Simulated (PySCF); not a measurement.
TiC: frontier orbitals

PBE0 at R = 1.811 Å; basis Ti def2-TZVP, C def2-TZVP; no relativity; PySCF 2.14. State: quintet, unpaired electrons σ ↑↑, π ↑, δ ↑, a mixture of terms (⟨Lz²⟩ = 5.0). Only the outer orbitals are listed, counted within each symmetry.

| spin | orbital | occ. | ε (eV) | on Ti (%) | main shells (%) |
| --- | --- | --- | --- | --- | --- |
| α | 7σ | 1 | -15.25 | 14 | 86 C s |
| α | 8σ | 1 | -7.43 | 32 | 62 C p, 30 Ti d |
| α | 3π | 1 | -7.10 | 33 | 67 C p, 29 Ti d |
| α | 3π | 1 | -6.17 | 45 | 55 C p, 42 Ti d |
| α | 1δ | 1 | -5.80 | 100 | 100 Ti d |
| α | 9σ | 1 | -4.96 | 100 | 79 Ti s, 16 Ti d |
| α | 1δ | 0 | -1.53 | 93 | 81 Ti d, 10 Ti s |
| α | 4π | 0 | -1.47 | 81 | 54 Ti d, 26 Ti p, 19 C p |
| α | 4π | 0 | -1.21 | 73 | 42 Ti d, 31 Ti p, 27 C p |
| β | 6σ | 1 | -39.34 | 98 | 98 Ti p |
| β | 2π | 1 | -38.76 | 100 | 100 Ti p |
| β | 2π | 1 | -38.75 | 100 | 100 Ti p |
| β | 7σ | 1 | -12.78 | 12 | 87 C s |
| β | 3π | 1 | -5.52 | 34 | 65 C p, 31 Ti d |
| β | 3π | 0 | -2.50 | 44 | 55 C p, 42 Ti d |
| β | 8σ | 0 | -2.30 | 45 | 44 C p, 20 Ti d, 20 Ti s |
| β | 9σ | 0 | -1.66 | 102 | 77 Ti s, 23 Ti d |

**Question.** Which are the highest filled and the lowest empty level, where do they sit, and how wide is the gap?

**Answer.** Highest filled α 9σ at -4.96 eV (in %: 79 Ti s, 16 Ti d); lowest empty β 3π at -2.50 eV (in %: 55 C p, 42 Ti d); the gap at PBE0 is 2.46 eV.

The bond order (Mayer) is 2.09 and the ⟨S²⟩ is 6.017. The charge on Ti (Mulliken, basis-dependent) is 0.37, the charge on Ti (Löwdin, basis-dependent) is 0.23 and the dipole moment (positive dipole means Ti(−)C(+)) is -3.69 D. The polarisability along the bond is 91.7 bohr³. The polarisability across the bond is 76.6 bohr³.

Shares are Mulliken populations and can fall outside 0 to 100 %.

With d or f electrons several states lie close, and the lowest PBE0 determinant need not be the measured ground state.
